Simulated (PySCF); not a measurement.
Dipole response of Mn²⁺ (manganese, charge +2)

[Ar] 3d5, high-spin 6S determinant. Computed with PySCF 2.14 in x2c-QZVPPall with one added diffuse shell each of s, p, d, f, g type (12s8p6d5f3g, 128 functions), with the spin-free X2C one-electron Hamiltonian (Gaussian nucleus). Coupled (time-dependent) response in atomic units; α is the mean over directions.

| method | mean α (bohr³) | C₆ (like pair) | S(−4) |
| --- | --- | --- | --- |
| r2SCANh | 3.881 | 11.51 | 8.380 |

S(−4) is the Cauchy moment in α(ω) = α(0) + S(−4) ω² + …

α(iu) at r2SCANh:

| u (hartree) | α(iu) (bohr³) |
| --- | --- |
| 0 | 3.881 |
| 0.0500 | 3.860 |
| 0.100 | 3.800 |
| 0.200 | 3.591 |
| 0.300 | 3.320 |
| 0.500 | 2.787 |
| 0.750 | 2.271 |
| 1.00 | 1.896 |
| 1.50 | 1.387 |
| 2.00 | 1.056 |
| 3.00 | 0.6650 |
| 5.00 | 0.3291 |

A single London oscillator, α(iu) = α/(1 + u²/ω²), gives C₆ = (3/4) ω α². Matching the computed C₆ needs ω = 4 × 11.51 / (3 × 3.881²) = 1.02 hartree.

For an ion, C₆ is the dispersion term alone; charge-induced terms of lower order in 1/R come first.
